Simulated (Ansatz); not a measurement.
Calculated with Ansatz (gas phase, PBE0-D4/def2-TZVP geometries, no zero-point term in ΔE). CBS: MP2 limit from def2 TZ/QZ plus the TZ coupled-cluster correction, frozen cores. This one scheme is used for every species. Functionals use def2-TZVPP. Each species was taken in one conformer, which may not be the lowest.

Reaction (isomerisation): `F[SiH]([SiH3])Cl` → `F[SiH2][SiH2]Cl`

| level | ΔE (kJ/mol) |
| --- | --- |
| PBE-D4 | 19.6 |
| HF/def2-TZVPP | 13.0 |
| MP2/def2-TZVPP | 17.5 |
| SCS-MP2/def2-QZVPP | 15.3 |

What does CCSD(T)/CBS give? (Best estimate.)

Computed: +17.1 kJ/mol. The listed levels differ from it by 2.5, -4.1, 0.4, -1.8 kJ/mol.

Largest T1 diagnostic among the species: 0.012.

In def2-TZVPP, CCSD(T) changes the Hartree–Fock value by +5.1 kJ/mol (the triples alone add +1.0 kJ/mol) and MP2 by +4.5 kJ/mol.
